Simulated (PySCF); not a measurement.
These 4 structures share the formula C8H16NP. Theory: PySCF, PBE0-D3(BJ)/def2-SVP geometry optimisation, gas phase. One conformer each; no zero-point energy, no entropy. No frequencies were run at this level. Point groups hold within 0.08 Å.

Problem. Order them by energy at this level, lowest first, and give relative energies in kcal/mol.
A. `[CH2:1]=[CH:2][P:3]([CH:4]1[CH2:5][CH2:6]1)[N:7]([CH3:8])[CH2:9][CH3:10]` with C1–C2–P3–C4 -121°, C2–P3–C4–C5 156°, C2–P3–N7–C8 161°, P3–N7–C9–C10 155°
B. `[CH3:1][C:2]([CH3:3])([CH3:4])[NH:5][P:6]1[CH:7]=[CH:8][CH2:9][CH2:10]1` with C2–N5–P6–C7 -119°, N5–P6–C7–C8 -92°, C7–C8–C9–C10 -12°, C8–C9–C10–P6 19°, N5–P6–C10–C9 85°
C. `[CH3:1][C:2]#[C:3][P:4]([CH3:5])[N:6]([CH2:7][CH3:8])[CH2:9][CH3:10]` with C3–P4–N6–C7 -155°, P4–N6–C7–C8 -60°, P4–N6–C9–C10 -134°
D. `[CH2:1]=[CH:2][P:3]([CH:4]=[CH2:5])[NH:6][C:7]([CH3:8])([CH3:9])[CH3:10]` with C1–C2–P3–C4 114°, C2–P3–C4–C5 128°, C2–P3–N6–C7 131°

Solution. B (0.0), D (28.5), A (40.5), C (43.7).

As drawn, the lowest has an N–H bond and a C=C bond outside aromatic rings, which the highest lacks; the highest has a C≡C bond, which the lowest lacks.

| SMILES | E (Eh) | E rel (kcal/mol) | dipole (D) | point group | A, B, C (MHz) |
| --- | --- | --- | --- | --- | --- |
| CC(C)(C)NP1C=CCC1 | -709.66412 | 0.0 | 1.59 | C1 | 2260, 666.0, 640.4 |
| C=CP(C=C)NC(C)(C)C | -709.61873 | 28.5 | 1.18 | C1 | 1467, 804.4, 611.6 |
| C=CP(C1CC1)N(C)CC | -709.59959 | 40.5 | 0.75 | C1 | 1519, 835.4, 585.5 |
| CC#CP(C)N(CC)CC | -709.59440 | 43.7 | 1.03 | C1 | 1538, 713.4, 536.8 |

Problem. How do the relative energies change in single points at PBE0/pcSseg-1 (no added dispersion term) on the same geometries?

Solution. 
```
            SMILES  PBE0-D3(BJ)/def2-SVP (kcal/mol)  PBE0/pcSseg-1 (kcal/mol)  shift
 CC(C)(C)NP1C=CCC1                              0.0                       0.0    0.0
C=CP(C=C)NC(C)(C)C                             28.5                      26.3   -2.2
 C=CP(C1CC1)N(C)CC                             40.5                      39.5   -1.0
   CC#CP(C)N(CC)CC                             43.7                      41.5   -2.2
```

Each column counts from its own lowest isomer. The order is unchanged; the largest shift is 2.2 kcal/mol.
